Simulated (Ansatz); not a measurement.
Reading a saddle point

A first-order saddle point of BH₃BrCl, closed shell, PBE0-D4/def2-TZVP, with one imaginary mode of 636i cm⁻¹:

B1  (-0.488, -0.272, -0.273)
Cl2  (1.274, 0.161, -1.007)
H3  (-0.599, -1.448, -0.158)
H4  (-1.311, 0.432, -0.758)
H5  (1.152, 0.598, 0.507)
Br6  (-0.029, 0.528, 1.689)
(Å)

Ansatz 0.2.0; basis: def2-TZVPP and def2-QZVPP; cores frozen in the correlated methods. Filled d shells of the heavier atoms are correlated. The def2 sets are not built for correlating such inner shells, so the correlated values are less sure here. Extrapolation: Hartree–Fock as exp(−7.88 √X), correlation as X^−2.97.

(1) Which contacts change along the imaginary mode, and what lies on either side? (Judge from chemistry; the calculation decides.)

(2) Which side is lower, and how far does the saddle lie above each? (Judge from chemistry; the value comes from the calculation.)

T1 diagnostic: at most 0.010. The start structure is not quite a true minimum (one mode of 29i cm⁻¹).

Results:

(1) The calculation gives: The step is BH₂Cl ([BH2][Cl]) + HBr → BH₂Br ([BH2][Br]) + HCl, with the molecules in contact on both sides. Shortening one way: B1–Br6, Cl2–H5; lengthening the same way: B1–Cl2, H5–Br6.
```tsv
pair	one side (Å)	saddle (Å)	other side (Å)
B1–Br6	3.04	2.17	1.91
Cl2–H5	3.29	1.58	1.28
B1–Cl2	1.75	1.96	2.88
H5–Br6	1.42	1.67	3.18
```

(2) By the calculation: The side with B1–Cl2, H5–Br6 short is lower by 0.076 eV; the saddle lies 0.680 eV above it and 0.604 eV above the other (CCSD(T) at an estimated basis limit (MP2 extrapolated from triple and quadruple zeta, plus CCSD(T) − MP2 in triple zeta); electronic energies).

Labels in which every atom is bracketed show which atoms are joined, not bond orders.

For scale, one of the runs: CCSD(T)/def2-TZVPP, 163 basis functions, launched by `ansatz run in.yaml --threads 2 --pin off --events-out ev --progress --plain --max-ram 4352MiB`. Hardware: 2 CPU threads, shared host. Wall time 120 s; peak host memory 1.3 GiB.
